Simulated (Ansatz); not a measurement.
Calculated with Ansatz (gas phase, PBE0-D4/def2-TZVP geometries, no zero-point term in ΔE). CBS: MP2 limit from def2 TZ/QZ plus the TZ coupled-cluster correction, frozen cores. Functionals use def2-TZVPP. B3LYP here is the variant with VWN-RPA as its local correlation; programs differ in this. For Br, Ga, Ge outer-core shells are correlated without core-valence functions, which leaves a few kJ/mol of doubt a bond. Scalar relativity is left out up to krypton. Each species was taken in one conformer, which may not be the lowest.

`[Cl][Ga]([Cl])[Br]` + `C[S][Ge][NH2]` → `C[S][Ga]([Cl])[Cl]` + `[NH2][Ge][Br]`  (redistribution)

```tsv
level	ΔE (kcal/mol)	difference from CCSD(T)/CBS
PBE-D4	-3.9	-0.6
r2SCAN-D4	-3.3	0.0
PBE0-D4	-3.3	0.0
B3LYP-D4	-4.3	-1.0
ωB97X-V	-3.4	-0.1
ωB97M-V	-3.8	-0.5
B2PLYP	-3.3	0.0
PBE	-3.7	-0.4
r2SCAN	-3.3	0.0
PBE0	-3.1	0.2
B3LYP	-3.9	-0.6
HF/def2-TZVPP	-2.7	0.6
MP2/def2-TZVPP	-2.3	1.0
SCS-MP2/def2-TZVPP	-2.5	0.8
CCSD/def2-TZVPP	-2.6	0.7
CCSD(T)/def2-TZVPP	-2.5	0.8
HF/def2-QZVPP	-2.6	0.7
MP2/def2-QZVPP	-2.8	0.5
SCS-MP2/def2-QZVPP	-2.9	0.4
HF/CBS(def2)	-2.6	0.7
MP2/CBS(def2)	-3.1	0.2
CCSD/CBS(def2)	-3.3	0.0
CCSD(T)/CBS	-3.3	0
```

Largest T1 diagnostic among the species: 0.014.
